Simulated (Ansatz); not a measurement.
Reaction (atomization): `[CH2]I`• → C• + 2 H• + I•

Calculated with Ansatz (gas phase, PBE0-D4/def2-TZVP geometries, no zero-point term in ΔE). CCSD(T)/CBS is the MP2 limit (def2-TZVPP, def2-QZVPP) plus CCSD(T) − MP2 in def2-TZVPP, frozen cores. This one scheme is used for every species, atoms too. DFT in def2-TZVPP. B3LYP here is the variant with VWN-RPA as its local correlation; programs differ in this. No spin–orbit coupling; open shells (•) take unrestricted orbitals. Spin–orbit coupling would lower the free atoms: a little for C; strongly for I. def2 core potentials past Kr. Bonds to I are less sure, by a few kJ/mol each and by 10 to 20 or more in all where they break to atoms, as the def2 sets lack core-valence functions.

```csv
level,ΔE (kJ/mol),difference from CCSD(T)/CBS
LDA (SPW92),1286.7,171.0
B97M-V,1113.1,-2.6
r2SCAN0-D4,1111.8,-3.9
BHLYP-D4,1078.7,-37.0
CAM-B3LYP-D4,1110.2,-5.5
B2PLYP,1100.0,-15.7
revPBE,1104.3,-11.4
BLYP,1103.4,-12.3
r2SCAN,1128.5,12.8
B3LYP,1105.5,-10.2
r2SCANh,1121.1,5.4
r2SCAN0,1110.5,-5.2
LC-ωPBE,1103.5,-12.2
SCS-MP2/def2-TZVPP,1080.8,-34.9
CCSD(T)/def2-TZVPP,1082.7,-33.0
HF/def2-QZVPP,803.0,-312.7
CCSD(T)/CBS,1115.7,0
```

Largest T1 diagnostic among the species: 0.016.

From r2SCAN to r2SCAN0 (25 % exact exchange), in def2-TZVPP and without D4, ΔE moves by −18.0 kJ/mol: exact exchange takes away binding that semilocal exchange gives to molecules. In def2-TZVPP, CCSD(T) changes the Hartree–Fock value by +281.7 kJ/mol (the triples alone add +19.1 kJ/mol) and MP2 by +290.4 kJ/mol; breaking electron pairs costs correlation energy, which Hartree–Fock lacks.

For atomizations the MP2-based limit and the directly extrapolated one differ by several kJ/mol either way, and by 10 to 25 for some Ge, Se and Sn compounds, so smaller differences from it don't rank the levels.
